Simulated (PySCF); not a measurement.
## Indium: a sound run and one with changed settings

Sound run: In⁺ [Kr] 4d10 5s2, In²⁺ [Kr] 4d10 5s1. Computed with PySCF 2.14 in x2c-SVPall, with scalar relativity by spin-free X2C-1e. In the sound run the correlated levels freeze [Kr] 4d10. The sound run starts from symmetry-adapted Hartree-Fock orbitals and uses a fine grid where one is needed.

Changed run: no relativity, point nucleus. This setting is unsound on purpose.

```tsv
species	method	sound run (hartree)	changed run (hartree)	converged
In⁺	UHF	-5877.42445	-5621.51994	yes
In⁺	B3LYP	-5880.13916	-5624.23490	yes
In⁺	PBE	-5879.64801	-5623.74534	yes
In⁺	MP2	-5877.44491	-5621.54203	yes
In⁺	CCSD(T)	-5877.45534	-5621.55604	yes
In²⁺	UHF	-5876.79510	-5620.96799	yes
In²⁺	B3LYP	-5879.43595	-5623.62212	yes
In²⁺	PBE	-5878.94682	-5623.13728	yes
```

Ionisation energy of In⁺:

```json
{"method": "UHF", "sound run (eV)": "17.126", "changed run (eV)": "15.019"}
{"method": "B3LYP", "sound run (eV)": "19.135", "changed run (eV)": "16.675"}
{"method": "PBE", "sound run (eV)": "19.080", "changed run (eV)": "16.546"}
{"method": "MP2", "sound run (eV)": "17.682", "changed run (eV)": "15.621"}
{"method": "SCS-MP2", "sound run (eV)": "17.794", "changed run (eV)": "15.741"}
{"method": "CCSD", "sound run (eV)": "17.966", "changed run (eV)": "16.002"}
{"method": "CCSD(T)", "sound run (eV)": "17.966", "changed run (eV)": "16.002"}
{"method": "CCSDT", "sound run (eV)": "17.966", "changed run (eV)": "16.002"}
{"method": "FCI", "sound run (eV)": "17.966", "changed run (eV)": "16.002"}
```

Most of the change in total energy is the relativistic energy itself. On top of that the contraction fixes the core shape for the Hamiltonian it was made with, so the changed run is not a good calculation with the other Hamiltonian either.

For comparison, NIST gives 18.870 eV between the lowest levels.
